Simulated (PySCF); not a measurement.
All of these have the formula C6H9ClO. Computed with TDDFT B3LYP/def2-SVPD, vertical, gas phase, core orbitals frozen in the response (PySCF 2.14.0, density-fitted response routines). Geometries: GFN2-xTB; one conformer of each isolated species. Triplets are in the Tamm–Dancoff approximation.

A. `C[C@@H](O)C1=C[C@@H](Cl)C1`
B. `O=C(Cl)C1CCCC1`
C. `C/C=C(\CC)C(=O)Cl`

Lowest singlet levels (six at most, fewer where fewer were computed) with oscillator strengths:

1. 200 nm (f 0.076); 195 nm (f 0.046); 189 nm (f 0.026); 184 nm (f 0.063); 180 nm (f 0.066); 176 nm (f 0.072); T1 4.37 eV
2. 281 nm (f 0.000); 236 nm (f 0.204); 226 nm (f 0.013); 207 nm (f 0.110); 192 nm (f 0.001); 186 nm (f 0.003); T1 3.46 eV
3. 241 nm (f 0.000); 202 nm (f 0.000); 186 nm (f 0.012); 174 nm (f 0.001); 170 nm (f 0.002); 166 nm (f 0.017); T1 4.65 eV

Question: Match each spectrum to its molecule.

Answer: 1 = A, 2 = C, 3 = B.
- A: S1 at 6.20 eV, HOMO→LUMO (59%), HOMO-1→LUMO (29%); Löwdin shares by element: HOMO carbon 59% or more, chlorine 12% (atoms not listed hold the other 29%); LUMO carbon 61% or more, chlorine 11% (atoms not listed hold the other 28%); HOMO -7.34 and LUMO -0.54 eV.
- B: S1 at 5.14 eV, HOMO→LUMO (97%); S1 has the pattern of n→π* at C=O; HOMO -8.21 and LUMO -1.33 eV.
- C: S1 at 4.41 eV, HOMO-1→LUMO (97%); Löwdin shares by element: HOMO carbon 64% or more, chlorine 6% (atoms not listed hold the other 30%); LUMO carbon 60% or more, oxygen 22% (atoms not listed hold the other 18%); HOMO -7.73 and LUMO -2.17 eV.
